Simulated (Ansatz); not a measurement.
Coupled-cluster diagnostics for FeI2, Ansatz.

Geometry of the singlet (PBE-D4/def2-TZVP):

```xyz
3

Fe    0.002    0.004   -0.006
I    -1.483   -1.413   -1.224
I     1.481    1.409    1.230
```

In the def2 sets I takes a core potential; there is no spin–orbit coupling. Correlated methods freeze 13 core orbitals; core or outer-core shells of Fe, I are correlated, in sets that lack core-valence functions. The geometry of the singlet was relaxed on an unsound state (an occupied level 0.01 eV above an empty one). At PBE0-D4/def2-TZVP a triplet of charge 0 lies 2.17 eV below the restricted singlet, each at its own geometry. That triplet is doubtful there (⟨S²⟩ 3.01, where a pure state has 2.00). The structure comes from a short search, and lower isomers may exist.

Estimate the CCSD(T) correlation energy, the shares of MP2 and (T), T1 and the reference's ⟨S²⟩ for: charge 0, singlet, own geometry in def2-TZVPP; and the rough time on 4 threads of Intel Xeon Platinum 8175M on a shared host.


| state | basis | correlation (eV) | MP2 share (%) | (T) share (%) | T1 | ⟨S²⟩ (pure) | wall time | remarks |
| --- | --- | --- | --- | --- | --- | --- | --- | --- |
| charge 0, singlet, own geometry | def2-TZVPP | -42.145 | 99.7 | 3.2 | 0.050 | 0.00 (0.00) | 6.6 min | large T1 (0.050), restricted SCF unstable |
Customary marks for T1 are 0.02 (closed shells), 0.045 (open shells) and about 0.05 (3d metals). T1 exceeds 0.02 in 1 of 1 rows and 0.045 in 1; the higher it lies, the less the single-reference result can be trusted.
